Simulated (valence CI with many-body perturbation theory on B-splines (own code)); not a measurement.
# E1 transitions of Se³⁺

Computed by configuration interaction combined with many-body perturbation theory (CI+MBPT): three valence electrons over a frozen Dirac-Fock core [Ar] 3d10, radial functions for each j: 11 s, 11 p, 10 d, 8 f, 5 g, 2 h, with the one-electron correlation potential Σ1, the two-electron term Σ2, the three-electron term Σ3, Breit, model QED; selected CI, second order for the rest, scaled by the run's own slope (own B-spline code, finite nucleus).

Set against measurement, 16 paired levels are off by 170 cm⁻¹ on average, the worst by 676. These come from a selection out of Moore, Atomic Energy Levels, vol. II, NSRDS-NBS 35 (1971 reprint of NBS Circular 467, 1952), an old analysis. Levels without a partner in it may be off by more.

Lines 251 to 300 of 586 in falling wavelength, among levels below 310625 cm⁻¹, chosen from the strongest by gf and those to the six lowest levels. Wavelengths and rates use the calculated energies, so an error of 200 cm⁻¹ moves a line at 2150 Å by 0.43 % and its rate by three times that or more. Electric multipoles are in the length gauge, E1 and E2 with the static RPA response of the core. Weak lines are less certain than strong ones. Lines between different terms over intervals too small for the method are left out, as are lines whose strength nearly cancels. Where a level lies close to another of its J and parity, the split of strength between their lines is uncertain. The highest levels of a list are the least certain.

Names give the largest LS component (configuration and term), which can be under half, so a name can repeat, a term be missing and a line seem to break the LS rules; names also repeat where a configuration has a term twice. Letters in brackets count levels of one name in rising energy.

```tsv
λ vac (Å)	λ from measured levels	Upper	Lower	A (s⁻¹)	S (a.u.)
2194		4s 4p 4d 2D°_5/2 [b]	4s2 5d 2D_3/2	1.95e+07	6.08e-01
2187		4s2 5g 2G_7/2	4s2 4f 2F°_5/2	1.06e+09	4.37e+01
2185		4s2 5g 2G_7/2	4s2 4f 2F°_7/2	3.90e+07	1.61e+00
2185		4s2 5g 2G_9/2	4s2 4f 2F°_7/2	1.09e+09	5.62e+01
2171		4s 4p 5p 4P_3/2	4s 4p 4d 4D°_3/2	4.34e+07	8.77e-01
2153		4s2 8s 2S_1/2	4s2 6p 2P°_3/2	8.66e+07	8.53e-01
2150	2144	4s2 5d 2D_3/2	4s2 5p 2P°_3/2	1.70e+08	3.33e+00
2150		4s 4p 5p 4P_3/2	4s 4p 4d 4P°_5/2	2.16e+08	4.24e+00
2147		4s 4p 5p 4S_3/2	4s 4p 4d 4P°_3/2	7.58e+07	1.48e+00
2145		4s 4p 5p 4D_7/2	4s 4p 4d 4P°_5/2	1.11e+07	4.34e-01
2144		4s 4p 5p 4S_3/2	4s 4p 4d 4D°_5/2	5.09e+07	9.90e-01
2143	2137	4s2 5d 2D_5/2	4s2 5p 2P°_3/2	1.02e+09	2.98e+01
2141		4s 4p 5p 4S_3/2	4s 4p 4d 4P°_1/2	5.30e+07	1.03e+00
2122		4s2 7d 2D_3/2	4s 4p 5s 2P°_1/2 [a]	2.64e+07	4.98e-01
2111		4s 4p 5p 2D_3/2	4s 4p 4d 4P°_3/2	4.32e+07	8.03e-01
2109		4s 4p 5p 2D_3/2	4s 4p 4d 4D°_5/2	3.13e+07	5.79e-01
2106		4s 4p 5p 2D_3/2	4s 4p 4d 4P°_1/2	3.27e+07	6.03e-01
2096	2091	4s2 5d 2D_3/2	4s2 5p 2P°_1/2	8.84e+08	1.61e+01
2077		4s2 8s 2S_1/2	4s 4p 5s 2P°_1/2 [a]	2.90e+07	2.57e-01
2073		4s 4p 5p 4P_5/2	4s 4p 4d 4P°_5/2	1.25e+07	3.31e-01
2037	2015	4s2 6s 2S_1/2	4s2 5p 2P°_3/2	7.88e+08	6.58e+00
2017		4s 4p 5p 4S_3/2	4s 4p 4d 4D°_3/2	1.23e+07	2.00e-01
1998		4s 4p 5p 4S_3/2	4s 4p 4d 4P°_5/2	1.87e+07	2.95e-01
1998		4s 4p 5p 2D_5/2	4s 4p 4d 4D°_7/2	7.23e+06	1.71e-01
1989	1967	4s2 6s 2S_1/2	4s2 5p 2P°_1/2	3.98e+08	3.09e+00
1973		4s2 5g 2G_9/2	4s 4p 4d 4F°_7/2	9.47e+06	3.59e-01
1905		4s 4p 5s 2P°_3/2 [b]	4s2 5d 2D_5/2	4.58e+07	6.25e-01
1901		4s 4p 5s 2P°_1/2 [b]	4s2 5d 2D_3/2	5.31e+07	3.60e-01
1876		4s 4p 5p 2P_3/2	4p3 2P°_3/2	3.17e+07	4.13e-01
1848		4s 4p 5p 4D_1/2	4s 4p 4d 4F°_3/2	4.62e+08	2.88e+00
1835		4s 4p 5p 4D_3/2	4s 4p 4d 4F°_5/2	4.11e+08	5.01e+00
1814		4s 4p 5p 4D_5/2	4s 4p 4d 4F°_7/2	4.79e+08	8.47e+00
1805		4s 4p 5p 4D_3/2	4s 4p 4d 4F°_3/2	9.67e+07	1.12e+00
1788		4s 4p 5p 4D_7/2	4s 4p 4d 4F°_9/2	5.43e+08	1.23e+01
1770		4s 4p 5p 4D_5/2	4s 4p 4d 4F°_5/2	9.07e+07	1.49e+00
1767		4s 4p 5p 2P_3/2	4s 4p 4d 4F°_5/2	4.79e+07	5.22e-01
1743		4s 4p 5p 2P_1/2	4s 4p 4d 4F°_3/2	1.32e+08	6.89e-01
1727		4s 4p 5p 4D_7/2	4s 4p 4d 4F°_7/2	5.09e+07	1.03e+00
1719		4s2 8d 2D_5/2	4s2 6p 2P°_3/2	2.30e+07	3.46e-01
1690		4s 4p 5p 4P_3/2	4s 4p 4d 4F°_5/2	2.36e+07	2.25e-01
1683		4s2 6f 2F°_7/2	4s2 5d 2D_5/2	2.87e+08	5.40e+00
1682		4s2 6f 2F°_5/2	4s2 5d 2D_5/2	1.95e+07	2.75e-01
1680		4s 4p 5p 4P_5/2	4s 4p 4d 4F°_7/2	1.74e+07	2.44e-01
1678		4s2 6f 2F°_5/2	4s2 5d 2D_3/2	2.72e+08	3.81e+00
1672		4s2 8d 2D_3/2	4s 4p 5s 2P°_1/2 [a]	1.71e+07	1.58e-01
1519		4p3 2D°_5/2	4s 4p2 2P_3/2	7.07e+07	7.35e-01
1514		4s2 8p 2P°_3/2	4s2 5d 2D_5/2	2.55e+07	1.75e-01
1486		4p3 2D°_3/2	4s 4p2 2P_1/2	6.05e+07	3.92e-01
1482		4s2 6g 2G_7/2	4s2 4f 2F°_5/2	3.61e+08	4.64e+00
1481		4s2 6g 2G_7/2	4s2 4f 2F°_7/2	1.33e+07	1.71e-01
```
